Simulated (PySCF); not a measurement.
# One molecule, several mistakes: H5NSi2

These are calculations, not measurements. The program is PySCF 2.14.0, an open-source quantum chemistry code, run on an isolated molecule that a program drew, which may never have been made. The molecule is H5NSi2 (charge 0, singlet), drawn as the SMILES string `N[Si][SiH3]`.

Each row is a Hartree-Fock (HF) and frozen-core CCSD(T) single point in the cc-pV(D+d)Z basis, meant for a local HF minimum. Run 1 is clean. Each other run has one planted mistake out of seven kinds, and not every kind appears here: one electron removed, one electron added, multiplicity raised by two, geometry at a saddle point, minimal basis STO-3G, one bond length entered in bohr, all coordinates scaled. The reference is restricted for singlets and unrestricted otherwise, and also for a bond in bohr. Adding or removing an electron swaps singlet and doublet. Electrons count all cores. HOMO and LUMO are orbital energies over both spins, the gradient is its largest component, and the lowest frequency (negative if imaginary) is given only where the gradient is small. Bond lengths are over the 7 bonds as drawn. T1 is the CCSD diagnostic: over 0.02 (restricted) or 0.045 (unrestricted) a single reference is doubtful.

Geometry of the clean run:
```xyz
8
H5NSi2, angstrom
N     0.1129    0.4930   -1.0421
Si   -1.4182   -0.1318   -1.4530
Si   -2.7545    1.3844   -0.0965
H     0.3189    1.2571   -0.4258
H     0.9519    0.0984   -1.4267
H    -3.5360    0.6214    0.9142
H    -1.9323    2.3922    0.6327
H    -3.7305    2.1225   -0.9428
```

```
run,electrons,basis functions,<S^2>,HOMO (eV),LUMO (eV),gradient (hartree/bohr),lowest frequency (cm^-1),mean bond (Å),longest bond (Å),T1,HF (hartree),CCSD(T) (hartree),mistake
1,40,85,0.000,-8.09,1.50,3.0e-05,64,1.5160,2.434,0.0173,-635.21477,-635.63786,no fault
2,40,85,2.013,-6.63,0.41,3.2e-02,-,1.5160,2.434,0.0204,-635.16321,-635.56060,multiplicity raised by two
3,39,85,0.781,-16.14,-6.11,3.9e-02,-,1.5160,2.434,0.0220,-634.95512,-635.35048,one electron removed
4,40,85,0.824,-7.77,1.31,7.6e-03,-,1.7055,2.818,0.0511,-635.10906,-635.52384,one bond length entered in bohr
5,40,85,0.000,-8.28,1.08,5.1e-02,-,1.6373,2.629,0.0213,-635.17785,-635.61197,?
```

**Which mistake was planted in run 5, and what did it cost?**

The mean and the longest bond both change by the same factor, 1.080, and the gradient is no longer small. So the mistake is: all coordinates scaled. Subtracting run 1 and multiplying by 627.51 kcal/mol a hartree, the energy moved by 23.2 kcal/mol in HF and 16.2 kcal/mol in CCSD(T).

Cautions from the logs. Run 4: T1 is over the limit, so its CCSD(T) energy is less reliable; run 5: T1 is over the limit, so its CCSD(T) energy is less reliable.
